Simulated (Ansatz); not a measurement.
Born–Oppenheimer molecular dynamics of CH₆BFS (10 atoms, charge 0, multiplicity 1). It starts at the highest image of a converged band. Of that band: Neighbouring images differ by up to 1.3 eV, so the band resolves the path poorly. A vibrational analysis at the climbing image gives one clearly imaginary mode, 1597i cm⁻¹: a first-order saddle point.

Theory: RHF/def2-SVP (Ansatz).

```json
{
  "ensemble": "NVE (velocity Verlet)",
  "time step": "0.5 fs",
  "steps asked": "200",
  "starting velocities drawn for": "100 K",
  "seed": "4610"
}
```

First frame:

```xyz
10
Properties=species:S:1:pos:R:3
B 0.007 0.315 0.025
F -0.066 -0.353 1.470
C 1.403 0.026 -0.658
H 1.467 -1.031 -0.931
H 1.507 0.606 -1.578
H 2.254 0.254 -0.012
H -1.034 0.099 -0.521
S -0.185 2.142 0.942
H 1.105 2.439 1.131
H -0.184 0.758 1.776
```

(1) How far do the bonds stretch over the last three quarters of this one trajectory? (Pairs bonded in most of those frames.)

Results:

(1) 
```tsv
bond	mean (Å)	spread (Å)	shortest	longest
B1–F2	1.323	0.031	1.27	1.39
B1–C3	1.583	0.027	1.53	1.64
B1–H7	1.207	0.026	1.15	1.27
C3–H4	1.099	0.015	1.08	1.12
C3–H5	1.093	0.016	1.07	1.12
C3–H6	1.092	0.012	1.07	1.11
S8–H9	1.334	0.012	1.31	1.36
S8–H10	1.354	0.072	1.25	1.46
```

Mean temperature of the second half: 1732 K. The conserved energy stayed within 0.2 meV per atom of its start (net change 0.042 meV per atom), so the integration is sound. The kinetic energy rose, since the run started high on the potential surface and went downhill. It ends in pieces (CH4BF + H2S), so much of that is their flight and rotation, not heat. A run of 0.1 ps of so small a system gives no equilibrium averages. The orbitals stay closed-shell, which can raise the energy where a bond breaks towards radicals; this wasn't checked here.

Run time: 4.9 min on 1 thread of Arm Neoverse V2, with other jobs on the host, peak memory 0.16 GiB.
